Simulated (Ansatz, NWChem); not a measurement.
## Ansatz → NWChem

Ansatz 0.2.0 runs this on GeTe (SMILES [Ge][Te]):

in.yaml:
```yaml
basis:
  gaussian:
    orbitals: def2-TZVP
crystal:
  periodic: [false, false, false]
  atoms:
    - {symbol: Ge, position_ang: [0.000000, 0.000000, 0.000000]}
    - {symbol: Te, position_ang: [0.000000, 0.000000, 2.340165]}
magnetization:
  spin_polarized: false
correlation:
  method: mp2
  frozen_orbitals: {Ge: 9, Te: 4}
accuracy: high
output:
  forces: true
  orbitals: {seedname: orbitals}
```

```bash
$ ansatz run in.yaml --threads 1 --pin off --max-ram 2610MiB --events-out events.jsonl --progress --plain --runs-dir runs
```

The bond length is the measured one.

It gives a total energy of -2343.085259 Eh.

**Question.** Translate the job to NWChem 7.3.0 as an input file of the program's own.

**Answer.** For example:

job.nw:
```
start job
memory 2200 mb
charge 0

geometry noautosym nocenter noautoz
Ge    0.000000    0.000000    0.000000
Te    0.000000    0.000000    2.340165
end

basis spherical bse
Ge library def2-TZVP
Te library def2-TZVP
end

ecp bse
Te library def2-TZVP
end

scf
thresh 1e-08
maxiter 80
end

mp2
freeze core 13
tight
end

task mp2 gradient
```

```bash
$ nwchem job.nw > job.out
```

Its energy is -2343.085259 Eh, 0.000 mEh from the first.
